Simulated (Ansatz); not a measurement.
C6H18N2O2Zr, SMILES `CC(C)[NH][Zr]([OH])([OH])[NH]C(C)C` at its PBE0-D4/def2-TZVP geometry, where that method's forces vanish. Charge 0, multiplicity 1. Zr: def2 effective core potential.

| atom | x (Å) | y (Å) | z (Å) |
| --- | --- | --- | --- |
| C1 | -1.2007 | 1.2762 | -2.2866 |
| C2 | -1.7547 | -0.1330 | -2.4112 |
| C3 | -3.2156 | -0.1837 | -1.9861 |
| N4 | -0.9502 | -1.0483 | -1.6220 |
| Zr5 | 0.8066 | -0.8243 | -0.6075 |
| O6 | 1.4558 | -2.6270 | -0.2755 |
| O7 | 2.0964 | 0.2809 | -1.5671 |
| N8 | 0.2688 | 0.0980 | 1.1446 |
| C9 | 1.0610 | 0.6675 | 2.2169 |
| C10 | 0.6489 | 0.1051 | 3.5703 |
| C11 | 2.5367 | 0.4169 | 1.9540 |
| H12 | -0.1611 | 1.3264 | -2.6210 |
| H13 | -1.2409 | 1.6115 | -1.2444 |
| H14 | -1.7826 | 1.9779 | -2.8876 |
| H15 | -1.7051 | -0.4171 | -3.4745 |
| H16 | -3.3156 | 0.1251 | -0.9417 |
| H17 | -3.8297 | 0.4774 | -2.6040 |
| H18 | -3.6160 | -1.1971 | -2.0784 |
| H19 | -1.3340 | -1.9870 | -1.6601 |
| H20 | 1.7335 | -3.2910 | 0.3495 |
| H21 | 2.9378 | 0.4747 | -1.9684 |
| H22 | -0.7207 | 0.1885 | 1.3427 |
| H23 | 0.9146 | 1.7596 | 2.2497 |
| H24 | 1.2218 | 0.5631 | 4.3818 |
| H25 | 0.8124 | -0.9761 | 3.5949 |
| H26 | -0.4116 | 0.2896 | 3.7628 |
| H27 | 2.7425 | -0.6600 | 1.9330 |
| H28 | 3.1567 | 0.8568 | 2.7378 |
| H29 | 2.8451 | 0.8493 | 0.9983 |

(1) For each bond, give half the difference of the two atoms' forces along it (eV/Å; positive pushes the atoms apart) under PBE-D4, r2SCAN-D4, B3LYP-D4, ωB97M-V in def2-TZVPP. (Estimate.)

Results:

(1) Computed: 
| bond | length (Å) | PBE-D4 | r2SCAN-D4 | B3LYP-D4 | ωB97M-V |
| --- | --- | --- | --- | --- | --- |
| C1–C2 | 1.519 | 0.01 | 0.08 | 0.14 | 0.11 |
| C2–C3 | 1.522 | 0.02 | 0.07 | 0.13 | 0.08 |
| C2–N4 | 1.452 | 0.07 | 0.12 | 0.15 | 0.21 |
| C3–H16 | 1.094 | 0.11 | -0.03 | -0.06 | -0.06 |
| C3–H17 | 1.094 | 0.10 | -0.03 | -0.07 | -0.08 |
| C3–H18 | 1.094 | 0.09 | -0.04 | -0.07 | -0.06 |
| N4–Zr5 | 2.041 | -0.04 | 0.02 | 0.01 | -0.04 |
| N4–H19 | 1.015 | 0.22 | 0.00 | -0.11 | -0.07 |
| Zr5–O6 | 1.945 | -0.07 | 0.05 | 0.11 | 0.06 |
| C9–C10 | 1.522 | 0.01 | 0.07 | 0.13 | 0.08 |
| C9–C11 | 1.520 | 0.01 | 0.08 | 0.14 | 0.11 |
| C9–H23 | 1.102 | 0.11 | -0.06 | -0.14 | -0.19 |
| C10–H26 | 1.093 | 0.09 | -0.04 | -0.07 | -0.07 |
| C11–H28 | 1.092 | 0.09 | -0.03 | -0.08 | -0.06 |

B3LYP here is the variant with VWN-RPA as its local correlation; programs differ in this.
